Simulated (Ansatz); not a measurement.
Program: Ansatz. Geometries: PBE0-D4/def2-TZVP. ΔE: electronic, gas phase. CCSD(T)/CBS adds triple-zeta CCSD(T) − MP2 to the extrapolated MP2 energy (def2 sets, frozen cores). DFT in def2-TZVPP. For Br, Se outer-core shells are correlated without core-valence functions, which leaves a few kJ/mol of doubt a bond. Scalar relativity is left out up to krypton. Each species was taken in one conformer, which may not be the lowest.

Reaction (formal exchange of groups at the Si–O bond): `FCO[SiH2][SeH]` + `CBr` → `[SeH][SiH2]Br` + `COCF`

```tsv
level	ΔE (eV)
PBE-D4	0.18
PBE0-D4	0.18
ωB97M-V	0.25
B2PLYP	0.28
HF/def2-TZVPP	0.27
MP2/def2-TZVPP	0.30
SCS-MP2/def2-TZVPP	0.32
HF/def2-QZVPP	0.28
```

What does CCSD(T)/CBS give? (An estimate is asked.)

Ansatz gave: +0.26 eV. The listed levels differ from it by -0.08, -0.08, -0.01, 0.02, 0.01, 0.04, 0.06, 0.02 eV.

Largest T1 diagnostic among the species: 0.011.
